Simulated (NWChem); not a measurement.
# SnH3OCl; SMILES [OH][SnH2][Cl]

```xyz
6

Sn    -0.3094    -0.3862     0.0000
O      1.4138    -1.3554    -0.0007
Cl     0.2501     1.9029    -0.0002
H     -1.1276    -0.7248    -1.4572
H     -1.1287    -0.7225     1.4572
H      2.1648    -0.7501     0.0090
```
Atoms are numbered in this order, from 1.

Program: NWChem. The geometry was optimised at PBE0/def2-SVP. No frequency run checked for a minimum. def2 effective core potentials on Sn; no spin-orbit coupling. Ions are spin-unrestricted doublets at the neutral geometry; other ion states weren't tried.

Question: Estimate the computed values for PBE/def2-SVP. Quantities: vertical ionisation energy, ΔSCF (eV); −ε(HOMO) (eV).

Answer: 
- vertical ionisation energy, ΔSCF (eV) = 10.02
- −ε(HOMO) (eV) = 6.71
